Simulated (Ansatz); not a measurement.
Geometry optimisation, RKS B3LYP/def2-SVP (Ansatz 0.2.0).

Input file:

```yaml
crystal:
  periodic: [false, false, false]
  atoms:
    - { symbol: O, position_ang: [-0.7077, 1.2993, 0.1655] }
    - { symbol: C, position_ang: [0.3413, 0.5393, 0.2772] }
    - { symbol: C, position_ang: [0.3881, -0.7415, -0.0964] }
    - { symbol: I, position_ang: [-1.0437, -1.7892, -0.9136] }
    - { symbol: H, position_ang: [-1.4674, 0.8024, -0.2609] }
    - { symbol: H, position_ang: [1.1728, 1.1026, 0.7148] }
    - { symbol: H, position_ang: [1.378, -1.2809, 0.0678] }
basis:
  gaussian: { orbitals: def2-SVP }
hamiltonian:
  xc: b3lyp
relax:
  f_tol: 0.02
  max_steps: 40
scf:
  lower_state_search: "off"
output:
  orbitals: {}
```

Command:

```bash
$ ansatz run input.yaml --threads 1 --pin off --max-ram 2048MiB --backend cpu --events-out ev --progress --plain --runs-dir out
```

Task: Where does it end, and by what steps?

Result: The forces met the threshold. After 7 steps the energy has fallen by 0.400 eV; C3 moved furthest, 0.09 Å.

```
step  energy less start (eV)  largest force component (eV/Å)  accepted
   0                  0.0000                           4.746       yes
   1                 -0.3595                           1.328       yes
   2                 -0.3960                           0.383       yes
   3                 -0.3974                           0.179       yes
   4                 -0.3997                           0.025       yes
   5                 -0.3998                           0.023       yes
   6                 -0.3998                           0.022       yes
   7                 -0.3998                           0.002       yes
```

```xyz
7
Properties=species:S:1:pos:R:3
O -0.748 1.333 0.151
C 0.334 0.552 0.275
C 0.476 -0.735 -0.072
I -1.111 -1.831 -0.943
H -1.469 0.817 -0.251
H 1.179 1.086 0.724
H 1.401 -1.289 0.070
```

Run time: 26 s on 1 CPU thread of a shared host.
